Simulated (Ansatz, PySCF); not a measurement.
Reaction (SMILES): [CH3][GeH3] -> [GeH3] (GeH3) + [CH3] (CH3) (the C-Ge bond at the site shown breaks; other sites are not compared here)
Each molecule is optimised on its own at B3LYP-D3(BJ)/def2-TZVP (Ansatz, a program for electronic structure). Frequencies are from Ansatz or PySCF.

Wanted: bond dissociation energy (enthalpy at 298 K, with B3LYP-D3(BJ) rigid-rotor harmonic-oscillator terms), in eV. Cores are frozen in the correlated levels unless marked. Open shells are spin-unrestricted. Spin-orbit coupling is left out. Frozen are the shells of the preceding noble gas and the d and f shells that filled before the atom's block. No relativistic terms. Basis-set limits of correlation are two-point, X^-3; Hartree-Fock from the larger set.

```csv
level,program,bond dissociation energy (eV)
revPBE/def2-TZVPD,Ansatz,3.11
r2SCAN/def2-TZVPD,Ansatz,___
B97M-V/def2-TZVPD,Ansatz,3.42
PBE0-D4/def2-TZVPD,Ansatz + dftd4,___
PBE0/def2-QZVPP,Ansatz,___
CAM-B3LYP/def2-TZVPD,Ansatz,3.27
SCS-MP2/6-31G,Ansatz,3.04
SCS-MP2/6-31G*,Ansatz,3.22
CCSD/aug-cc-pVDZ,Ansatz,3.11
CCSD/cc-pVDZ,Ansatz,3.11
CCSD/aug-cc-pVQZ,Ansatz,3.28
"CCSD(T)/CBS(aug-cc-pVTZ,aug-cc-pVQZ)",Ansatz,___
```

Task: Complete the blanks.

Result: 
- r2SCAN/def2-TZVPD, bond dissociation energy (eV): 3.16
- PBE0-D4/def2-TZVPD, bond dissociation energy (eV): 3.35
- PBE0/def2-QZVPP, bond dissociation energy (eV): 3.29
- CCSD(T)/CBS(aug-cc-pVTZ,aug-cc-pVQZ), bond dissociation energy (eV): 3.40
